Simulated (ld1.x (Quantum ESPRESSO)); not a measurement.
nitrogen (N): excitation energies, all-electron against TM

ld1.x (Quantum ESPRESSO) 7.5 input, shortened:

```
&input
   title='N', zed=7., rel=1, dft='PBE', iswitch=3,
   config='[He] 2s1.75 2p3.25 3d-2'
 /
 &inputp
   pseudotype=2, tm=.true., lloc=-1, rcloc=1.40,
   nlcc=.false.
 /
3
2S  1  0   1.75   0.00  0.80  0.80  0.0
2P  2  1   3.25   0.00  2.20  2.20  0.0
3D  3  2  -2.00   0.50  2.30  2.30  0.0
 &test
   configts(1)='2s1.75 2p3.25'
 /
```

Energies are relative to the spin-unpolarised reference configuration 2s1.75 2p3.25; without spin polarisation the order of configurations can differ from experiment. The frozen-core shift is the all-electron ΔE with the core orbitals held at their reference shape minus the fully relaxed ΔE.

```
valence configuration  charge  ΔE all-electron (eV)  error AE − PS (meV)  frozen-core shift (meV)
              2s2 2p3       0                -2.874                 -0.5                      0.0
              2s2 2p1      +2                39.571                 +620                     +1.6
            2s2 2p3.3    -0.3                -4.493                 -4.4                      0.0
              2s1 2p0      +4               164.472                +3799                      +32
              2s0 2p5       0                20.167                  -31                     +1.3
              2s2 2p0      +3                86.653                +2341                     +9.6
```

(1) What are ΔE and the potential's error for 2s2 2p2?

## Answers

(1) ΔE = 10.717 eV all-electron; the error (AE − PS) is +89 meV.
